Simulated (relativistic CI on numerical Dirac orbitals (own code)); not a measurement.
**What each ingredient does to the levels of Sr XXI**

Base calculation: Dirac-Coulomb-Breit CI, separate exchange-only KLI orbitals for each configuration, QED by a radiative potential, unscaled Slater integrals.

CI space (outside the closed core [Ne]): 3s2.3p6, 3s2.3p5.3d, 3s.3p6.3d, 3s2.3p5.4s, 3s2.3p5.4p, 3s2.3p5.4d, 3s.3p6.4s, 3s2.3p5.4f, 3p6.3d2, 3p5.3d3, 3p5.3d2.4s, 3p5.3d2.4p, 3p5.3d2.4d, 3p6.3d.4s, 3p5.3d.4s2, 3p5.3d.4s.4p, 3p5.3d.4s.4d. Double excitations out of closed p, d and f shells are left out; levels of such configurations are missing from the list, as are those of other unlisted configurations, and high levels can miss mixing partners. These lack a partner that the ground configuration has and come out too high: 3s2.3p5.4f.

The lowest level and the first level of each name with at least 55 % of one term (blank where a level has no safe partner in the second run):

```
           Level  Base (eV)  Shift (eV)
    3s2.3p6 1S_0      0.000       0.000
3s2.3p5.3d 3P°_0     95.405      +0.031
3s2.3p5.3d 3P°_1     97.267      +0.028
3s2.3p5.3d 3P°_2    101.093      +0.023
3s2.3p5.3d 3F°_3    102.003      +0.030
3s2.3p5.3d 3F°_4    102.099      +0.023
3s2.3p5.3d 3D°_3    109.486      +0.023
3s2.3p5.3d 3D°_1    114.124      +0.016
3s2.3p5.3d 1P°_1    144.594      +0.012
  3s.3p6.3d 3D_1    195.865      +0.351
  3s.3p6.3d 3D_2    196.756      +0.349
  3s.3p6.3d 3D_3    198.562      +0.343
  3s.3p6.3d 1D_2    207.091      +0.347
    3p6.3d2 3F_2    398.313      +0.702
    3p6.3d2 3F_3    400.284      +0.695
    3p6.3d2 3F_4    402.240      +0.689
    3p6.3d2 3P_0    405.657      +0.699
    3p6.3d2 1D_2    405.690      +0.695
    3p6.3d2 3P_1    406.635      +0.695
    3p6.3d2 3P_2    408.870      +0.686
    3p6.3d2 1G_4    409.260      +0.692
    3p6.3d2 1S_0    422.204      +0.690
```

At this charge energies of transitions that change n are usually good to better than 1 %, and those within a shell (Δn = 0) to a few per cent.

Problem. One thing was changed in a second run, which moved the levels as shown. Which?
A. Breit term removed
B. configuration mixing switched off
C. QED terms removed

Solution. C. QED terms removed. QED shifts follow the density of s (and p1/2) electrons at the nucleus, so configurations move by their count of such electrons; where none moves, the smaller shifts of p3/2 electrons and of j = l + 1/2 against j = l − 1/2 set the pattern.

LS names give the leading component of a level, which can be under half, so a name can repeat, a term be missing and a line seem to break the LS rules.
